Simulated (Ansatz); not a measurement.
Calculated with Ansatz (gas phase, PBE0-D4/def2-TZVP geometries, no zero-point term in ΔE). CCSD(T)/CBS is the MP2 limit (def2-TZVPP, def2-QZVPP) plus CCSD(T) − MP2 in def2-TZVPP, frozen cores. This one scheme is used for every species. Functionals use def2-TZVPP. def2 core potentials past Kr. For In outer-core shells are correlated without core-valence functions, which leaves a few kJ/mol of doubt a bond. Each species was taken in one conformer, which may not be the lowest.

`[CH3][In]([OH])[OH]` + CH₃OH → `C[O][In]([OH])[OH]` + CH₄  (ligand exchange at the In–C bond)

`[CH3][In]([OH])[OH]`:

Cartesian coordinates in Å:
```
C -1.003 0.154 -1.300
In 0.352 -0.144 0.312
O 1.808 -1.487 0.329
O 0.454 0.808 2.060
H -2.028 0.117 -0.933
H -0.823 1.131 -1.750
H -0.853 -0.623 -2.048
H 2.301 -1.450 1.153
H -0.208 1.493 2.177
```

CH₃OH:

Z-matrix (Å, degrees):
```
C
O 1 1.409
H 1 1.097 2 112.4
H 1 1.090 2 107.0 3 -118.5
H 1 1.097 2 112.4 3 123.0
H 2 0.959 1 108.5 3 -61.6
```

`C[O][In]([OH])[OH]`:

```xyz
10

C     0.965    1.603    0.477
O    -0.198    1.123   -0.154
In   -0.595   -0.802   -0.302
O    -2.250   -1.385   -1.205
O     0.651   -2.137    0.447
H     1.885    1.260   -0.011
H     0.949    2.697    0.428
H     1.022    1.318    1.535
H    -2.767   -0.641   -1.523
H     0.339   -3.035    0.307
```

CH₄:

```xyz
5

C     0.000    0.000    0.000
H     0.873    0.594    0.271
H     0.309   -1.022   -0.217
H    -0.473    0.431   -0.882
H    -0.709   -0.003    0.827
```

```tsv
level	ΔE (kcal/mol)
PBE-D4	-6.2
ωB97X-V	-6.8
PBE0	-4.8
CCSD(T)/def2-TZVPP	-6.2
SCS-MP2/def2-QZVPP	-7.1
HF/CBS(def2)	-7.9
MP2/CBS(def2)	-6.2
CCSD/CBS(def2)	-6.1
```

What does CCSD(T)/CBS give? (Best estimate.)

Ansatz gave: -6.5 kcal/mol. The listed levels differ from it by 0.3, -0.3, 1.7, 0.3, -0.6, -1.4, 0.3, 0.4 kcal/mol.

Largest T1 diagnostic among the species: 0.017.

In def2-TZVPP, CCSD(T) changes the Hartree–Fock value by +1.5 kcal/mol (the triples alone add −0.4 kcal/mol) and MP2 by +1.8 kcal/mol. From PBE to PBE0 (25 % exact exchange), in def2-TZVPP and without D4, ΔE moves by +1.1 kcal/mol.
